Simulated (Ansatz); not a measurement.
Mulliken charges of FGaH$_{5}$NSSi, SMILES `[NH2][Ga]([SH])[SiH2]F` from ωB97M-V/def2-TZVPP in Ansatz (PBE0-D4/def2-TZVP geometry).

```csv
atom,x (Å),y (Å),z (Å),charge (e)
N1,-0.673,-1.508,0.920,-0.338
Ga2,0.392,-0.190,0.276,0.280
S3,2.491,-0.148,0.970,-0.279
Si4,-0.433,1.450,-1.274,0.387
F5,-1.992,1.160,-1.555,-0.322
H6,-0.384,-2.218,1.570,0.105
H7,-1.640,-1.600,0.660,0.122
H8,2.369,-1.230,1.757,0.109
H9,-0.324,2.835,-0.742,-0.032
H10,0.275,1.398,-2.580,-0.032
```

Task: By hand: the dipole of these point charges (1 e Å = 4.8032 D).

Result: Σ q r = (0.135, -0.012, 0.047) e Å, of length 0.143 e Å = 0.69 D.

Task: How does the dipole of the full density compare? (An estimate is asked.)

Result: Computed: (-0.102, -0.230, 0.138) e Å, 1.38 D; the point charges give 0.50 times that, at 96° from its direction.

Point charges leave out the atoms' own dipoles, such as those of lone pairs, and Mulliken's split depends on the basis, so the two needn't agree.
